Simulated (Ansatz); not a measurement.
# Bend profile

CH₃I (SMILES CI), closed shell, at its PBE0-D4/def2-TZVP minimum:

```xyz
5
angstrom
C -0.0342 -0.1776 0.1448
I 0.3778 1.3437 -1.2865
H 0.7709 -0.9041 0.0947
H -0.0780 0.2929 1.1223
H -0.9866 -0.6285 -0.1166
```

The angle H5–C1–H3 (111.2° at the minimum) is set to the values below, H5, with anything bonded beyond it, turning rigidly in the plane of the angle. Each method's energies count from its own value at the PBE0-D4 minimum structure. Ansatz 0.2.0; basis: def2-TZVPP; cores frozen in the correlated methods. Filled d shells of the heavier atoms are correlated. Core potentials replace the inner electrons of the atoms past krypton. The def2 sets are not built for correlating such inner shells, so the correlated values are less sure here. B3LYP uses VWN-RPA correlation.

```json
{"angle (°)": "81.2", "CCSD(T) (eV)": "0.712", "HF (eV)": "0.802", "PBE-D4 (eV)": "0.671", "B3LYP-D4 (eV)": "0.704"}
{"angle (°)": "88.7", "CCSD(T) (eV)": "?", "HF (eV)": "0.451", "PBE-D4 (eV)": "0.376", "B3LYP-D4 (eV)": "0.394"}
{"angle (°)": "96.2", "CCSD(T) (eV)": "0.177", "HF (eV)": "0.200", "PBE-D4 (eV)": "0.166", "B3LYP-D4 (eV)": "0.174"}
{"angle (°)": "103.7", "CCSD(T) (eV)": "0.044", "HF (eV)": "0.049", "PBE-D4 (eV)": "0.041", "B3LYP-D4 (eV)": "0.043"}
{"angle (°)": "111.2", "CCSD(T) (eV)": "0.000", "HF (eV)": "0.000", "PBE-D4 (eV)": "0.000", "B3LYP-D4 (eV)": "0.000"}
{"angle (°)": "118.7", "CCSD(T) (eV)": "0.045", "HF (eV)": "0.052", "PBE-D4 (eV)": "0.042", "B3LYP-D4 (eV)": "0.046"}
{"angle (°)": "126.2", "CCSD(T) (eV)": "?", "HF (eV)": "0.203", "PBE-D4 (eV)": "0.167", "B3LYP-D4 (eV)": "0.178"}
{"angle (°)": "133.7", "CCSD(T) (eV)": "?", "HF (eV)": "0.455", "PBE-D4 (eV)": "0.374", "B3LYP-D4 (eV)": "0.398"}
{"angle (°)": "141.2", "CCSD(T) (eV)": "0.706", "HF (eV)": "0.805", "PBE-D4 (eV)": "0.660", "B3LYP-D4 (eV)": "0.702"}
```

**Question.** Fill in the withheld CCSD(T) values. (An estimate is asked for; the value comes from the calculation.)

**Answer.** By the calculation: 0.399 eV at 88.7°; 0.178 eV at 126.2°; 0.399 eV at 133.7°. These count from the CCSD(T) energy at the PBE0-D4 minimum.

Largest difference from the CCSD(T) curve over the scan: r2SCAN-D4 0.017; PBE0-D4 0.019; wB97M-V 0.020; MP2 0.004 eV. Each curve counts from its own value at the minimum.

T1 diagnostic: at most 0.009.

For scale, one of the runs: CCSD(T)/def2-TZVPP, 123 basis functions (an equivalent command: `ansatz run in.yaml --threads 2`). The run took 4.8 s on 2 CPU threads (shared host), with 0.72 GiB of host memory at its peak.
